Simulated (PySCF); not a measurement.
From one molecule to another.

First species: C₇H₁₂S.
InChI=1S/C7H12S/c1-2-7-5-3-4-6-8-7/h4,6-7H,2-3,5H2,1H3/t7-/m0/s1

Second species: C₉H₁₁ (charge +1).
SMILES: `c1([C+](C)C)ccccc1`

Levels: CAM-B3LYP/def2-SVPD for HOMO energy, LUMO energy, HOMO–LUMO gap and static isotropic polarisability; TDDFT CAM-B3LYP/def2-SVPD for lowest singlet excitation. Geometries: PBE0-D3(BJ)/def2-SVP. Each species is one conformer at its optimised geometry, gas phase, non-relativistic unless stated; the electronic structure was computed with PySCF and density fitting.

Dipoles, sizes and rotational constants follow the conformer. The torsions of the flexible species, by atom-mapped SMILES:
- `[CH3:1][C+:2]([CH3:3])[c:4]1[cH:5][cH:6][cH:7][cH:8][cH:9]1`: C1–C2–C4–C5 2°

The conformers of `CC[C@H]1CCC=CS1` aren't listed.

Values for the first species:

| Quantity | Value |
| --- | --- |
| HOMO energy | -7.14 eV |
| LUMO energy | 1.16 eV |
| HOMO–LUMO gap | 8.30 eV |
| Lowest singlet excitation | 5.25 eV |
| Static isotropic polarisability | 102.0 au |

(1) Estimate the same properties for the second species, and the change in each.

Results:

(1) 
```
                       property     first     second  second less first
                    HOMO energy  -7.14 eV  -13.36 eV           -6.22 eV
                    LUMO energy   1.16 eV   -6.95 eV           -8.11 eV
                  HOMO–LUMO gap   8.30 eV    6.41 eV           -1.89 eV
      lowest singlet excitation   5.25 eV    3.53 eV           -1.72 eV
static isotropic polarisability  102.0 au   107.4 au            +5.4 au
```

On the first: No computed singlet falls in the visible range (750 to 380 nm, 1.65 to 3.26 eV); S1 lies 1.99 eV above its blue end. The polarisability is 15.11 Å³ as a volume (1 au = 0.148185 Å³), or 1.46 au for each of the 70 electrons.

On the second: The 10 singlets span 3.53 to 7.17 eV, and their oscillator strengths add up to 0.99. The principal polarisabilities are 59.5, 102.8 and 160.1 au; their mean is the isotropic value.
